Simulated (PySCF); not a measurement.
# Nuclear quadrupole coupling in `P[Si]1(P)CC[C@@H]1C(Cl)Cl`

Compound: C₄H₁₀Cl₂P₂Si.
Numbering: `[PH2:1][Si:2]1([PH2:3])[CH2:4][CH2:5][C@@H:6]1[CH:7]([Cl:8])[Cl:9]` (hydrogens: H10, H11 on P1; H12, H13 on P3; H14, H15 on C4; H16, H17 on C5; H18 on C6; H19 on C7)

Geometry (GFN2-xTB, Å), atoms numbered from 1 in this order:
```
atom  x, y, z in Å
P1    -0.7848   -0.0764    2.4839
Si2   -0.7989    0.1857    0.2471
P3    -2.3605    1.6765   -0.4298
C4    -0.3494   -1.3064   -0.9070
C5     0.9264   -0.5925   -1.3808
C6     0.9421    0.6384   -0.4590
C7     2.0268    0.6181    0.5797
Cl8    1.7918    1.9838    1.6977
Cl9    1.9635   -0.8869    1.5211
H10   -2.1548    0.1314    2.6080
H11   -0.9507   -1.4511    2.4333
H12   -3.4169    0.8693   -0.0491
H13   -2.4020    1.2170   -1.7345
H14   -0.1337   -2.2317   -0.3777
H15   -1.0403   -1.5400   -1.7133
H16    1.8174   -1.2084   -1.2694
H17    0.8493   -0.2899   -2.4234
H18    1.0267    1.5770   -1.0073
H19    3.0383    0.6955    0.1730
```

Field gradients from the PBE0/pcSseg-1 density (PySCF, non-relativistic), principal values in atomic units, ordered |Vxx| ≤ |Vyy| ≤ |Vzz|:

```tsv
atom	Vxx	Vyy	Vzz
Cl8	-1.9842	-2.0583	4.0426
Cl9	-1.8606	-1.9576	3.8182
```

**Question.** Find the asymmetry η = (Vxx − Vyy)/Vzz and the couplings χ = eQV/h (234.96 MHz × Q in barn × V in au), with Q(35Cl) = −0.0817 b.

**Answer.** 
```tsv
atom	environment	nucleus	η	χzz (MHz)	χxx (MHz)	χyy (MHz)
Cl8	alkyl chlorine	35Cl	0.02	-77.60	38.09	39.51
Cl9	alkyl chlorine	35Cl	0.03	-73.30	35.72	37.58
```

The gradient is axial or nearly so (η below 0.05) at Cl8 and Cl9. The tensor is traceless: Vxx + Vyy + Vzz = 0.

**Question.** What is Vzz at Cl9 in SI units (1 au = 9.71736 × 10²¹ V/m²)?

**Answer.** 3.8182 au = 37.103 × 10²¹ V/m².

Were the hydrogens deuterons (Q(2H) = 0.00286 b), χzz would run from 140 kHz (H10) to 217 kHz (H15).

One conformer (not necessarily the lowest) at the GFN2-xTB geometry, without solvent, vibrations or thermal averaging. GFN2-xTB bond lengths can be off by several hundredths of an ångström, more for odd bonds, and the gradients follow them. A larger basis could move these couplings by a tenth or more.

The run behind these numbers computed NMR shieldings as well. On an Arm Neoverse N1 with one thread, shared host with 64 logical CPUs at a one-minute load of 61, this took 1.8 min wall and 1.1 GiB of memory at its peak.
